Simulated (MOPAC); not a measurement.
Input file for MOPAC: AM1 on BiCl3 (SMILES [Cl][Bi]([Cl])[Cl]), a point of a bond scan (R = 2.941 Å).

```
AM1 1SCF PRECISE CHARGE=0 THREADS=1
BiCl3

Bi     0.00034813 1     0.00075578 1     0.45198192 1
Cl    -2.24243407 1    -1.26286931 1    -0.96925489 1
Cl     0.02324247 1     2.14208345 1    -0.73918069 1
Cl     1.84369489 1    -1.09350832 1    -0.73517245 1
```

Output:

```
*******************************************************************************
 **                                                                           **
 **                              MOPAC v23.2.5                                **
 **                                                                           **
 *******************************************************************************
 ** MOPAC's Digital Object Identifier: https://doi.org/10.5281/zenodo.6511958 **
 **                                                                           **
 ** Please cite the open-source release paper for use of this MOPAC version:  **
 ** J. E. Moussa and J. J. P. Stewart (2026)                                  **
 ** MOPAC: An open-source semiempirical molecular orbital program             **
 ** J. Open Source Softw., 11(119), 8025, https://doi.org/10.21105/joss.08025 **
 *******************************************************************************

                              AM1 CALCULATION RESULTS

 *******************************************************************************
 *  AM1        - The AM1 Hamiltonian to be used
 *
 *
 *
 *                 CHARGE ON SYSTEM = 0
 *
 *
 *
 *  PRECISE    - TIGHTER CRITERIA TO BE USED
 *  1SCF       - DO 1 SCF AND THEN STOP
 *  THREADS=1  - MULTI-THREADING NOT USED
 *  T=         - A TIME OF 172800.0 SECONDS REQUESTED
 *  DUMP=N     - RESTART FILE WRITTEN EVERY 7200.0 SECONDS REQUESTED
 *******************************************************************************
AM1 1SCF PRECISE CHARGE=0 THREADS=1
 BiCl3

   ATOM   CHEMICAL          X               Y               Z
  NUMBER   SYMBOL      (ANGSTROMS)     (ANGSTROMS)     (ANGSTROMS)

     1      Bi          0.00034813  *   0.00075578  *   0.45198192  *
     2      Cl         -2.24243407  *  -1.26286931  *  -0.96925489  *
     3      Cl          0.02324247  *   2.14208345  *  -0.73918069  *
     4      Cl          1.84369489  *  -1.09350832  *  -0.73517245  *



          CARTESIAN COORDINATES

    NO.       ATOM           X           Y           Z

     1        Bi          0.0003      0.0008      0.4520
     2        Cl         -2.2424     -1.2629     -0.9693
     3        Cl          0.0232      2.1421     -0.7392
     4        Cl          1.8437     -1.0935     -0.7352

 Cl: (AM1): M.J.S. DEWAR AND E. G. ZOEBISCH, THEOCHEM, 180, 1 (1988).
 Bi: (AM1): J. J. P. STEWART, J. MOL. MOD., 10, 155-164 (2004)

           Empirical Formula: Bi Cl3  =     4 atoms



      MOLECULAR POINT GROUP   :   Cs


      RHF CALCULATION, NO. OF DOUBLY OCCUPIED LEVELS = 13



 ALL CONVERGERS ARE NOW FORCED ON
 SHIFT=10, PULAY ON, CAMP-KING ON
 AND ITERATION COUNTER RESET



 -------------------------------------------------------------------------------
 AM1 1SCF PRECISE CHARGE=0 THREADS=1
 BiCl3



     1SCF WAS SPECIFIED, SO BFGS WAS NOT USED
     SCF FIELD WAS ACHIEVED


                              AM1 CALCULATION
                                                       MOPAC v23.2.5 Linux




          FINAL HEAT OF FORMATION =        127.18976 KCAL/MOL =     532.16196 KJ/MOL


          COSMO AREA              =        151.21 SQUARE ANGSTROMS
          COSMO VOLUME            =        149.46 CUBIC ANGSTROMS

          IONIZATION POTENTIAL    =         11.255673 EV
          HOMO LUMO ENERGIES (EV) =        -11.256 -5.814
          NO. OF FILLED LEVELS    =         13
          MOLECULAR WEIGHT        =        315.3394         POINT GROUP:  Cs

          MOLECULAR DIMENSIONS (Angstroms)

            Atom       Atom       Distance
           Cl     3   Cl     2     4.09633
           Cl     4   Cl     2     3.30949
           Bi     1   Cl     2     1.25476


          SCF CALCULATIONS        =          1





   ATOM   CHEMICAL          X               Y               Z
  NUMBER   SYMBOL      (ANGSTROMS)     (ANGSTROMS)     (ANGSTROMS)

     1      Bi          0.00034813  *   0.00075578  *   0.45198192  *
     2      Cl         -2.24243407  *  -1.26286931  *  -0.96925489  *
     3      Cl          0.02324247  *   2.14208345  *  -0.73918069  *
     4      Cl          1.84369489  *  -1.09350832  *  -0.73517245  *

                             CARTESIAN COORDINATES

   1   Bi        0.000348130     0.000755780     0.451981920
   2   Cl       -2.242434070    -1.262869310    -0.969254890
   3   Cl        0.023242470     2.142083450    -0.739180690
   4   Cl        1.843694890    -1.093508320    -0.735172450


           Empirical Formula: Bi Cl3  =     4 atoms



      MOLECULAR POINT GROUP   :   Cs


                  EIGENVALUES
 -36.19889 -36.11182 -35.46665 -19.48974 -13.34556 -13.13249 -13.03903 -12.71418
 -12.50900 -12.17727 -12.08763 -11.59854 -11.25567  -5.81410  -5.33053  -5.18272


              NET ATOMIC CHARGES AND DIPOLE CONTRIBUTIONS

  ATOM NO.   TYPE          CHARGE      No. of ELECS.   s-Pop       p-Pop
    1         Bi           1.433042        3.5670     1.99997     1.56699
    2         Cl          -0.427061        7.4271     1.98385     5.44321
    3         Cl          -0.502944        7.5029     1.98359     5.51935
    4         Cl          -0.503037        7.5030     1.98358     5.51945
 DIPOLE           X         Y         Z       TOTAL
 POINT-CHG.     0.091     0.063     8.661     8.662
 HYBRID         0.086     0.048    -0.083     0.129
 SUM            0.177     0.111     8.578     8.581


          ATOMIC ORBITAL ELECTRON POPULATIONS

     Atom    s        px        py        pz
    1 Bi   1.99997   0.43038   0.42465   0.71197
    2 Cl   1.98385   1.87594   1.84633   1.72095
    3 Cl   1.98359   1.79829   1.90513   1.81592
    4 Cl   1.98358   1.87469   1.82906   1.81570

 **********************
 *                    *
 * JOB ENDED NORMALLY *
 *                    *
 **********************




 == MOPAC DONE ==
```

The run finished.

Cost: roughly 0.08 core-seconds.
